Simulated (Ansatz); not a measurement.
Gas-phase electronic energies from Ansatz, PBE0-D4/def2-TZVP geometries. CCSD(T)/CBS is the MP2 limit (def2-TZVPP, def2-QZVPP) plus CCSD(T) − MP2 in def2-TZVPP, frozen cores. DFT in def2-TZVPP. B3LYP here is the variant with VWN-RPA as its local correlation; programs differ in this. One conformer a species, not always the lowest.

Reaction (formal exchange of groups at the Si–C bond): `N[SiH2]C=O` + `NC(=O)CO` → `N[SiH2]CO` + `NC(=O)C=O`

```tsv
level	ΔE (kJ/mol)	difference from CCSD(T)/CBS
PBE-D4	-14.3	-4.9
PBE0-D4	-11.6	-2.2
B3LYP-D4	-10.3	-0.9
ωB97X-V	-9.2	0.2
B2PLYP	-11.0	-1.6
HF/def2-TZVPP	0.4	9.8
CCSD/def2-TZVPP	-9.2	0.2
MP2/def2-QZVPP	-13.2	-3.8
SCS-MP2/def2-QZVPP	-11.4	-2.0
HF/CBS(def2)	0.7	10.1
CCSD(T)/CBS	-9.4	0
```

Largest T1 diagnostic among the species: 0.016.

In def2-TZVPP, CCSD(T) changes the Hartree–Fock value by −11.9 kJ/mol (the triples alone add −2.3 kJ/mol) and MP2 by −14.9 kJ/mol.
